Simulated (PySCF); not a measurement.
**TDDFT excited states: C2H9PSSi2**

Compound: C₂H₉PSSi₂.
Geometry (GFN2-xTB, Å), atoms numbered from 1 in this order:
```
atom  x, y, z in Å
P1     3.2492   -0.2495    0.7126
Si2    1.6309    0.8398   -0.3828
Si3   -0.1412   -0.6470   -0.5158
C4    -1.7222   -0.2406    0.4849
C5    -2.6531   -0.0969   -0.7182
S6    -1.5050   -0.2133   -2.1440
H7     3.6508   -1.0005   -0.3741
H8     4.2170    0.7050    0.4864
H9     1.3413    2.0213    0.4441
H10    2.0920    1.3529   -1.6802
H11    0.1124   -2.0963   -0.4949
H12   -2.0653   -1.0076    1.1767
H13   -1.6562    0.6924    1.0437
H14   -3.1790    0.8538   -0.7667
H15   -3.3761   -0.9056   -0.7994
```

The calculation used TDDFT CAM-B3LYP/def2-SVPD, vertical, gas phase, core orbitals frozen in the response (PySCF 2.14.0, density-fitted response routines).

Predict the UV-vis stick spectrum at this level.

```tsv
state	E (eV)	E (kJ/mol)	λ (nm)	f	|μ| (D)	main configurations (H = HOMO, L = LUMO)
S1	4.71	455	263.1	0.0086	0.70	H→L (95%)
S2	5.01	483	247.5	0.0032	0.41	H→L+1 (65%), H→L+3 (18%)
S3	5.67	547	218.9	0.0030	0.38	H→L+2 (48%), H→L+1 (24%), H→L+3 (16%)
S4	5.94	573	208.7	0.0076	0.58	H-1→L (70%), H-3→L (16%)
S5	6.11	589	203.0	0.019	0.91	H-3→L (35%), H-2→L (24%), H-1→L+1 (17%)
S6	6.28	605	197.6	0.020	0.92	H-2→L (53%), H-1→L+1 (18%), H-3→L (10%)
S7	6.38	616	194.2	0.050	1.43	H-1→L+1 (40%), H-3→L (19%), H→L+3 (10%)
S8	6.49	626	191.0	0.0032	0.36	H-2→L+1 (72%), H-2→L+3 (9%)
```

Triplets (Tamm–Dancoff): T1 4.39 eV, H→L (91%); T2 4.64 eV, H→L+1 (57%), H→L+3 (21%); T3 5.34 eV, H→L+2 (40%), H→L+1 (26%), H→L+3 (14%).

The lowest singlet lies at 4.71 eV (263 nm, ultraviolet) and is weak; its leading configuration is HOMO→LUMO (95%). The strongest level in the table is S7 at 6.38 eV (194 nm, f = 0.050). Löwdin shares by element: HOMO sulfur 65%, silicon 13%, carbon 10% or more; LUMO silicon 52%, sulfur 14%, phosphorus 6% (atoms not listed hold the other 27%). Weighted by f, the mean energy of these states is 6.11 eV. The oscillator strengths of these states sum to 0.115; summed over the whole spectrum of an exact calculation they would give the number of electrons, 80 (Thomas–Reiche–Kuhn). Of the 8 states listed, 3 reach f = 0.01 and none stays under 0.0005. No computed singlet lies in the visible range (380 to 750 nm); the lowest, at 263 nm, stands 1.45 eV above its violet end (3.26 eV). The window holds the lowest 8 singlets.

On one thread, Intel Xeon at 2.50 GHz (x86_64), on a shared host, this took 1.8 min wall, 96 s CPU and 0.97 GiB of memory at its peak.

One conformer stands for the species.
